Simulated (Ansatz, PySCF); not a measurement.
This Ansatz (a quantum-chemistry and plane-wave program) input computes a CAM-B3LYP/def2-TZVPD energy:

Ansatz 0.2 input:
```yaml
crystal:
  periodic: [false, false, false]
  atoms:
    - {symbol: Sb, position_ang: [0.16971975, -0.07316651, 0.35690625]}
    - {symbol: C, position_ang: [-0.54972812, -2.15606779, -0.53479914]}
    - {symbol: H, position_ang: [0.11413861, -2.93742647, -0.15732208]}
    - {symbol: H, position_ang: [-0.49456226, -2.12568262, -1.62536558]}
    - {symbol: H, position_ang: [-1.58116485, -2.35907230, -0.22629859]}
    - {symbol: C, position_ang: [1.26103628, 1.81909805, -0.58095547]}
    - {symbol: H, position_ang: [2.28953304, 1.83821063, -0.21277282]}
    - {symbol: H, position_ang: [0.73989540, 2.73634455, -0.28546234]}
    - {symbol: H, position_ang: [1.26476935, 1.73657299, -1.67021089]}
    - {symbol: C, position_ang: [-1.59763067, 0.71900604, -0.75318961]}
    - {symbol: H, position_ang: [-2.48680655, 0.14800856, -0.48051086]}
    - {symbol: H, position_ang: [-1.43547749, 0.63262439, -1.83126956]}
    - {symbol: H, position_ang: [-1.74809752, 1.76969437, -0.49934053]}
basis:
  gaussian:
    orbitals: def2-TZVPD
hamiltonian:
  xc: {name: CAM-B3LYP}
total_charge: -1
magnetization: {spin_polarized: true, initial_magnetization: 1}
output: {forces: true}
```

**Question.** Write an input for the same energy in PySCF and say what it gives.

**Answer.** 
```python
from pyscf import gto, scf, dft

mol = gto.M(
    atom='''
    Sb    0.16971975   -0.07316651    0.35690625
    C    -0.54972812   -2.15606779   -0.53479914
    H     0.11413861   -2.93742647   -0.15732208
    H    -0.49456226   -2.12568262   -1.62536558
    H    -1.58116485   -2.35907230   -0.22629859
    C     1.26103628    1.81909805   -0.58095547
    H     2.28953304    1.83821063   -0.21277282
    H     0.73989540    2.73634455   -0.28546234
    H     1.26476935    1.73657299   -1.67021089
    C    -1.59763067    0.71900604   -0.75318961
    H    -2.48680655    0.14800856   -0.48051086
    H    -1.43547749    0.63262439   -1.83126956
    H    -1.74809752    1.76969437   -0.49934053
    ''',
    basis='def2-tzvpd',
    ecp='def2-tzvp',
    charge=-1,
    spin=1,
    verbose=4,
)

mf = dft.UKS(mol, xc='camb3lyp').density_fit(auxbasis='def2-universal-jkfit')
mf.grids.level = 3
mf.conv_tol = 1e-9
mf.max_cycle = 100
mf.max_memory = 1500
mf.kernel()
if not mf.converged:
    mf = mf.newton()
    mf.kernel(mf.make_rdm1())
for _ in range(2):
    mo, _, stable, _ = mf.stability(return_status=True)
    if stable:
        break
    mf.kernel(mf.make_rdm1(mo, mf.mo_occ))
mf.analyze()
```
It gives -359.90179 Eh, and Ansatz -359.90168 Eh, a difference of 0.11 mEh, from the treatment of integrals and grids.
